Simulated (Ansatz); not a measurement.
C2H6F2Si2, SMILES `F[Si@H]1C[Si@H](F)C1` from Hartree–Fock to CCSD(T)

Z-matrix (Å, degrees):
```
Si
C 1 1.878
Si 1 2.579 2 46.7
C 1 1.878 2 91.7 3 13.4
F 1 1.601 2 114.3 3 131.2
H 1 1.483 2 114.3 3 -104.3
H 2 1.096 1 111.0 3 -110.6
H 2 1.089 1 119.3 3 122.0
F 3 1.602 1 111.6 2 -99.3
H 3 1.483 1 141.3 2 80.7
H 4 1.096 1 111.0 2 97.1
H 4 1.089 1 119.3 2 -135.4
```

Total charge 0; spin multiplicity 1. All single points use the PBE0-D4/def2-TZVP geometry. Frozen core, restricted reference, Ansatz 0.2.0. CBS rows extrapolate triple and quadruple zeta; past MP2 they add the triple-zeta difference.

```json
{"basis": "def2-TZVPP", "HF (Eh)": "-856.26877", "MP2 corr.": "-1.07415"}
{"basis": "def2-QZVPP", "HF (Eh)": "-856.30029", "MP2 corr.": "-1.16363"}
```

(1) Estimate the CCSD correlation energy and the (T) correction in each basis where they were run (hartree).

Results:

(1) 
```
     basis  CCSD corr.       (T)
def2-TZVPP    -1.11417  -0.03947
 CBS(def2)    -1.26993     as TZ
```
